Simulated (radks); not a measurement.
Task: The table gives one normalised radial function P(r) = r R(r) of Ge+ in [Ar] 3d10 4s2 4p1 (r in bohr). Calculated with a radial shooting solver on a logarithmic mesh with Libxc functionals: non-relativistic Kohn-Sham, PBEsol, spin-polarised, spherical densities, point nucleus; open shells are filled with parallel spins first; hard spherical wall at 2 bohr.

| r | P |
|---|---|
| 0.004362 | 0.0042 |
| 0.005457 | 0.0064 |
| 0.006827 | 0.0098 |
| 0.00861 | 0.0152 |
| 0.01077 | 0.0229 |
| 0.01358 | 0.0349 |
| 0.01699 | 0.0517 |
| 0.02126 | 0.0756 |
| 0.02681 | 0.1099 |
| 0.03355 | 0.1544 |
| 0.0423 | 0.2132 |
| 0.05293 | 0.2808 |
| 0.06621 | 0.3530 |
| 0.0835 | 0.4194 |
| 0.1045 | 0.4540 |
| 0.1307 | 0.4314 |
| 0.1648 | 0.3180 |
| 0.2062 | 0.1076 |
| 0.2601 | -0.1940 |
| 0.3253 | -0.4981 |
| 0.407 | -0.7071 |
| 0.5133 | -0.7036 |
| 0.6422 | -0.4245 |
| 0.8034 | 0.0909 |
| 1.013 | 0.7156 |
| 1.268 | 1.1296 |
| 1.599 | 0.9564 |
| 2 | 0.0000 |

Which n and l does it have? It may be an empty orbital.

Result: n = 4, l = 1: the number of nodes gives n - l - 1 = 2, the rise at small r (about r^(l+1)) gives l, and the extent must fit the shell. The curve is that of 4p up; the table hardly tells the two spins apart. 4p up: eigenvalue 57.627 eV, 2 radial nodes at r = 0.225, 0.776 bohr, <r> = 1.21 bohr, 90 % of the charge inside 1.64 bohr.
